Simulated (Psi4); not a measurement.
Interaction energy of CF4 ··· CH3Br (SMILES FC(F)(F)F and CBr). Monomers: optimised at B3LYP-D3(BJ) (def2-TZVP), held rigid. Orientation: lowest of the rigid-body minima from ten starts at GFN2-xTB. Only R, the distance of the centres of mass, is varied, so the lowest point isn't the relaxed dimer.

Computed with SAPT0/jun-cc-pVDZ, frozen core (Psi4).

Components in kJ/mol:

| R / Å | electrostatics | exchange | induction | dispersion | total |
|---|---|---|---|---|---|
| 3.28 | -32.81 | 70.46 | -3.29 | -14.09 | 20.26 |
| 3.48 | -18.72 | 37.40 | -1.81 | -9.90 | 6.98 |
| 3.70 | -10.40 | 18.59 | -0.93 | -6.80 | 0.47 |
| 3.86 | -6.96 | 11.17 | -0.58 | -5.21 | -1.58 |
| 4.10 | -4.01 | 5.19 | -0.30 | -3.53 | -2.66 |
| 4.27 | -2.82 | 3.00 | -0.20 | -2.71 | -2.72 |
| 4.58 | -1.61 | 1.10 | -0.10 | -1.70 | -2.32 |
| 4.90 | -0.99 | 0.38 | -0.06 | -1.09 | -1.75 |
| 5.37 | -0.55 | 0.08 | -0.03 | -0.60 | -1.09 |
| 6.05 | -0.28 | 0.01 | -0.01 | -0.28 | -0.56 |
| 7.05 | -0.12 | 0.00 | 0.00 | -0.11 | -0.23 |
| 8.36 | -0.05 | 0.00 | 0.00 | -0.04 | -0.09 |
